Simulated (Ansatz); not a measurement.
This geometry of BrH + Cl2F2HOTa (9 atoms, charge 0, multiplicity 1) is a first-order saddle point.

Computed with RKS PBE/def2-SVP in Ansatz 0.2.0.

```xyz
9
Properties=species:S:1:pos:R:3
Ta 0.036 -0.136 -0.160
O 2.055 -0.039 -0.165
H 2.460 -0.030 0.729
F 0.331 -0.609 1.665
Cl 0.151 0.294 -2.451
F -0.542 1.575 0.297
Cl -1.937 -1.351 -0.239
Br 1.290 -2.776 -0.849
H 2.148 -1.527 -0.616
```

Which two structures does it join? (They come from a converged band through this point; their orientation in space is the band's.)

Bonds broken: Br8–H9. Bonds formed: Ta1–Br8, O2–H9. BrH + Cl2F2HOTa becomes BrCl2F2H2OTa.

Initial state:

```xyz
9
Properties=species:S:1:pos:R:3
Ta -0.208 0.180 0.122
O 1.532 -0.643 0.121
H 2.055 -0.694 0.946
F 0.122 0.464 1.979
Cl -0.178 0.069 -2.208
F -0.590 2.018 0.036
Cl -1.952 -1.268 0.466
Br 2.875 -2.879 -2.056
H 2.337 -1.846 -1.194
```

Final state:

```xyz
9
Properties=species:S:1:pos:R:3
Ta -0.108 -0.565 -0.193
O 2.151 0.053 -0.260
H 2.479 0.077 0.664
F 0.488 -0.852 1.600
Cl -0.045 0.064 -2.447
F -0.223 1.263 0.286
Cl -2.305 -1.160 0.029
Br 0.881 -2.833 -0.767
H 2.675 -0.649 -0.700
```

How far does it lie above each of them?

4.5 kcal/mol above the first and 19.4 kcal/mol above the second. This is the barrier of this one path; another mechanism may lie lower. The orbitals stay closed-shell, which can raise the energy where a bond breaks towards radicals; this wasn't checked here.

Time of the run: 3.5 min on 4 threads of Arm Neoverse V2 (shared host), peak memory 0.27 GiB.
